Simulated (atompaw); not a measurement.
# hydrogen (H) PAW (atompaw): all-electron and pseudo phase curves

| Property | Result |
| --- | --- |
| Element | H (Z = 1) |
| Generator | atompaw 4.2.0.5 |
| Type | PAW |
| Functional | PBE |
| Relativity | scalar-relativistic |
| Frozen core | none |
| Valence charge | 1 |
| Reference configuration | 1s1 |
| Partial waves | 1s (bound): rc 0.95 bohr; 1s channel at 0.6 Ry: rc 0.95 bohr; 2p channel at -0.05 Ry: rc 0.95 bohr; 2p channel at 0.65 Ry: rc 0.95 bohr |
| Local potential | troulliermartins scheme with l = 2 at 0.5 Ry, radius 0.95 bohr |
| Core correction | none |
| Augmentation charge | sinc compensation charge, radius 0.90 bohr; PAW radius 0.95 bohr; waves and projectors: custom polynom2 7 10 vanderbiltortho |

The phase is arctan(r·u′/u) with u = r·R(r), unwrapped; energies in Ry, scanned from -2 to 5 Ry. A pole is an energy at which the radial function vanishes at the test radius. The pseudo phase is shifted by a multiple of π to meet the all-electron one at the reference energy, and phase errors are pseudo minus all-electron; the curves can meet again beyond the range given. Levels narrower than the energy grid can be missing from the lists of poles.

Question: For each channel, where are the poles, and over which energies does the pseudopotential scatter like the atom?

Answer:

| channel | radius (bohr) | reference energy (Ry) | poles, all-electron | poles, pseudo | unbroken range about the reference energy with phases within 0.05 rad | phase error 1 Ry above the reference energy (rad) |
| --- | --- | --- | --- | --- | --- | --- |
| s | 0.95 | -0.48 | none | none | the whole range | -0.000 |
| p | 0.95 | -0.05 | none | none | the whole range | +0.000 |

Phases in the p channel:

```
E (Ry)  all-electron  pseudo
 -2.00         1.105   1.105
 -1.76         1.095   1.095
 -1.52         1.086   1.086
 -1.28         1.076   1.076
 -1.04         1.065   1.065
 -0.80         1.054   1.054
 -0.56         1.042   1.042
 -0.32         1.030   1.030
 -0.08         1.016   1.016
  0.16         1.002   1.002
  0.40         0.987   0.987
  0.64         0.971   0.971
  0.88         0.954   0.954
  1.12         0.936   0.936
  1.36         0.916   0.916
  1.60         0.895   0.895
  1.84         0.873   0.873
  2.08         0.849   0.849
  2.32         0.823   0.823
  2.56         0.795   0.795
  2.80         0.764   0.764
  3.04         0.731   0.731
  3.28         0.696   0.696
  3.52         0.657   0.657
  3.76         0.615   0.615
  4.00         0.569   0.569
  4.24         0.519   0.519
  4.48         0.465   0.465
  4.72         0.407   0.407
  4.96         0.344   0.344
```
